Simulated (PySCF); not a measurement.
C3H6O2Si, SMILES C=C=C[SiH](O)O. Atoms are numbered in the order given.

```xyz
12

C      2.5375     0.9412    -0.8869
C      1.3298     0.4777    -1.0923
C      0.1101     0.0204    -1.2226
Si    -0.9853    -0.0643     0.2815
O     -1.3851    -1.6691     0.4392
O     -0.1741     0.5478     1.5902
H      2.7589     2.0076    -0.9967
H      3.3631     0.2704    -0.6276
H     -0.2347    -0.3276    -2.2052
H     -2.2206     0.7549     0.1646
H     -2.0430    -1.8783     1.1090
H      0.7791     0.4082     1.5900
```
Charge 0, spin multiplicity 1.

Coordinates come from a PBE0-D3(BJ)/def2-SVP optimisation. The structure was generated by enumeration, and PubChem lists no compound with its InChIKey, so it may never have been made. Other conformers were not sampled.

These are PySCF 2.14.0 with TDDFT-PBE/def2-SVPD values and carry that method's errors.

Vertical excitations. The molecule is in vacuum.

```json
[
 {"state": "S1", "energy (eV)": "5.23", "λ (nm)": "237", "f": "0.002", "main pairs": "HOMO→LUMO 99 %"},
 {"state": "S2", "energy (eV)": "5.99", "λ (nm)": "207", "f": "0.005", "main pairs": "HOMO−1→LUMO+1 66 %, HOMO−2→LUMO 20 %, HOMO−1→LUMO 11 %"},
 {"state": "S3", "energy (eV)": "6.02", "λ (nm)": "206", "f": "0.004", "main pairs": "HOMO−2→LUMO 51 %, HOMO−1→LUMO+1 31 %, HOMO−1→LUMO 13 %"},
 {"state": "S4", "energy (eV)": "6.21", "λ (nm)": "200", "f": "0.022", "main pairs": "HOMO→LUMO+2 47 %, HOMO−2→LUMO 16 %, HOMO−3→LUMO 14 %, HOMO−1→LUMO 12 %"},
 {"state": "S5", "energy (eV)": "6.25", "λ (nm)": "198", "f": "0.020", "main pairs": "HOMO→LUMO+2 46 %, HOMO−3→LUMO 31 %, HOMO−1→LUMO 8 %"},
 {"state": "S6", "energy (eV)": "6.30", "λ (nm)": "197", "f": "0.001", "main pairs": "HOMO−3→LUMO 51 %, HOMO−1→LUMO 13 %, HOMO→LUMO+1 13 %, HOMO−1→LUMO+2 10 %"},
 {"state": "S7", "energy (eV)": "6.49", "λ (nm)": "191", "f": "0.020", "main pairs": "HOMO−2→LUMO+1 87 %"},
 {"state": "S8", "energy (eV)": "6.53", "λ (nm)": "190", "f": "0.055", "main pairs": "HOMO−1→LUMO+2 53 %, HOMO→LUMO+1 19 %, HOMO−3→LUMO+1 13 %, HOMO−2→LUMO+1 11 %"},
 {"state": "S9", "energy (eV)": "6.66", "λ (nm)": "186", "f": "0.014", "main pairs": "HOMO→LUMO+3 95 %"},
 {"state": "S10", "energy (eV)": "6.74", "λ (nm)": "184", "f": "0.022", "main pairs": "HOMO−3→LUMO+1 66 %, HOMO−1→LUMO+2 11 %"},
 {"state": "T1", "energy (eV)": "4.55", "λ (nm)": "273", "f": "0", "main pairs": "HOMO−1→LUMO 70 %, HOMO→LUMO+1 24 %"},
 {"state": "T2", "energy (eV)": "4.73", "λ (nm)": "262", "f": "0", "main pairs": "HOMO→LUMO+1 64 %, HOMO−1→LUMO 23 %"},
 {"state": "T3", "energy (eV)": "4.88", "λ (nm)": "254", "f": "0", "main pairs": "HOMO→LUMO 89 %"},
 {"state": "T4", "energy (eV)": "5.65", "λ (nm)": "219", "f": "0", "main pairs": "HOMO−1→LUMO+1 96 %"}
]
```
Triplets are in the Tamm–Dancoff approximation, which puts them higher than full response would, so one can lie above its singlet here.
